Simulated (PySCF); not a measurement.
A structure optimised at B3LYP-D3(BJ)/def2-SVP, used in a PySCF frequency run:

```
C
C 1 1.3424
H 1 1.0969 2 118.76
H 2 1.0970 1 122.21 3 180.00
H 2 1.0973 4 115.41 1 180.00
Ga 1 1.9465 3 119.99 2 180.00
F 6 1.7671 1 115.59 3 0.00
H 6 1.5629 7 114.80 1 180.00
```
Charge 0, spin multiplicity 1.

Task: Write its SMILES, formula and point group.

Result: C=[CH][GaH][F], C₂H₄FGa, Cs

Task: What are its rotational constants (standard atomic weights)?

Result: 17.426, 2.6783, 2.3215 GHz
